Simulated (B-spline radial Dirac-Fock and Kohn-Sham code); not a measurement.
**K-line shifts caused by a second vacancy in V³⁺**

System: vanadium as V³⁺, [Ar] 3d2.

Model: Dirac-Fock energy differences between relaxed states, corrected for Breit and QED terms. Program: a radial atomic solver. Each two-hole energy is an average over J within one jj subconfiguration, not an observable level; in light atoms, where LS coupling holds, the j-resolved values are not observed lines, and for a K spectator the Kα1 hypersatellite is nearly forbidden. Correlation and solid-state effects are left out.

Lines without a spectator: Kα2 (K-L2) 4943.3 eV, Kα1 (K-L3) 4950.2 eV, Kβ3 (K-M2) 5428.4 eV, Kβ1 (K-M3) 5429.2 eV. Shifts in eV with one spectator hole (a dash: not computed, or left out as unreliable):

```
spectator hole     Kα2     Kα1     Kβ3     Kβ1
        K (1s)  +238.4  +239.7  +298.3  +298.5
    L2 (2p1/2)  +20.74  +25.49       –   +61.8
    L3 (2p3/2)  +24.12  +22.97   +60.3       –
    M2 (3p1/2)       –   +1.73   +5.74   +7.11
    M3 (3p3/2)   +1.61       –   +6.87   +6.49
```

With n spectator holes in 2p, averaged over the 2p shell (energies in eV):

```
n    KαLⁿ   step  hypersatellite KαʰLⁿ
0  4947.8      –                5187.1
1  4971.7  +23.8                5212.2
2  4996.7  +25.1                5238.6
3  5023.0  +26.3                5266.2
4  5050.6  +27.6                5295.1
5  5079.5  +28.9                5325.2
```
